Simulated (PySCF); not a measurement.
GeCl4, SMILES [Cl][Ge]([Cl])([Cl])[Cl]. Atoms are numbered in the order given.

```xyz
5

Cl    -1.2218    -1.2218    -1.2218
Ge     0.0000     0.0000     0.0000
Cl     1.2218    -1.2218     1.2218
Cl     1.2218     1.2218    -1.2218
Cl    -1.2218     1.2218     1.2218
```
Charge 0, spin multiplicity 1.

Geometry optimised at ωB97X-D3(BJ)/def2-SVP. The isomer is the one that the SMILES or the coordinates give; other isomers of the formula were not compared.

Two levels are set side by side: PBE/pcSseg-1 (PySCF) and PBE0/pcSseg-1 (PySCF). GIAO shifts against GeH4 (⁷³Ge), HCl (³⁵Cl) at the same level; non-relativistic, no solvent, atoms listed together averaged. Without spin–orbit terms, shifts of atoms bonded to Cl or Br come out too high at both levels. Differences are taken from unrounded values.

```json
[
 {"quantity": "δ(³⁵Cl) of Cl1, Cl3, Cl4, Cl5 (ppm)", "PBE": "287.1"},
 {"quantity": "δ(⁷³Ge) of Ge2 (ppm)", "PBE": "496.9"}
]
```

### Question
These are the PBE values. What does PBE0 give? (The exact figures need the calculation; the answer reports its results.)

### Answer

```csv
quantity,PBE0,PBE minus PBE0
"δ(³⁵Cl) of Cl1, Cl3, Cl4, Cl5 (ppm)",229.7,57.4
δ(⁷³Ge) of Ge2 (ppm),478.0,18.9
```

Rough cost on one machine, each run with all the roots and properties that it gave: PBE0 against PBE within a factor of 2.
